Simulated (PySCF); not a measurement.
Isomers of CH7FSeSi2. The calculation used PBE0-D3(BJ)/def2-SVP geometry optimisation, gas phase in PySCF. One conformer each; no zero-point energy, no entropy. No frequencies were run at this level. Point groups hold within 0.08 Å.

Problem. Order them by energy at this level, lowest first, and give relative energies in kcal/mol.
A. `[F:1][CH2:2][SiH2:3][Se:4][SiH3:5]` with F1–C2–Si3–Se4 -62°, C2–Si3–Se4–Si5 55°
B. `[F:1][C@H:2]([SiH3:3])[SiH2:4][SeH:5]` with F1–C2–Si4–Se5 -178°, C2–Si4–Se5–H 71°

Solution. A (0.0), B (18.9).

```json
{"SMILES": "FC[SiH2][Se][SiH3]", "E (Eh)": "-3121.48166", "E rel (kcal/mol)": "0.0", "dipole (D)": "1.63", "point group": "C1", "A, B, C (MHz)": "2353, 1458, 981.2"}
{"SMILES": "F[C@H]([SiH3])[SiH2][SeH]", "E (Eh)": "-3121.45146", "E rel (kcal/mol)": "18.9", "dipole (D)": "1.24", "point group": "C1", "A, B, C (MHz)": "3220, 859.8, 714.1"}
```
